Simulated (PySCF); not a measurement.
# Cl⁺: ionisation energy

Cl⁺ [Ne] 3s2 3p4 (3P) → Cl²⁺ [Ne] 3s2 3p3 (4S), as a difference of total energies. All numbers are calculated (PySCF 2.14, the non-relativistic Hamiltonian (point nucleus), in aug-cc-pwCVDZ). Correlated levels: valence: [Ne] frozen; valence and next inner shell: 1s2 frozen; nothing frozen. The calculations carry no spin-orbit coupling.

| method | ionisation energy (eV) | error (eV) |
| --- | --- | --- |
| UHF | 22.531 | -1.240 |
| LDA | 23.960 | +0.189 |
| PBE | 23.816 | +0.045 |
| PBE0 | 23.801 | +0.030 |
| r2SCAN | 23.752 | -0.019 |
| PW91 | 23.892 | +0.121 |
| M06-L | 23.628 | -0.143 |
| wB97M-V | 23.771 | 0.000 |
| PBEsol | 23.732 | -0.039 |
| MP2 (valence) | 23.066 | -0.705 |
| SCS-MP2 (valence) | 23.095 | -0.676 |
| MP2 (valence and next inner shell) | 23.070 | -0.701 |
| SCS-MP2 (valence and next inner shell) | 23.091 | -0.680 |
| MP2 (all electrons) | 23.071 | -0.700 |
| SCS-MP2 (all electrons) | 23.091 | -0.680 |

Reference: 23.771 eV (measured; NIST levels, between the centres of gravity of the two terms).

Errors of the correlated levels include the incompleteness of this basis and the frozen core.
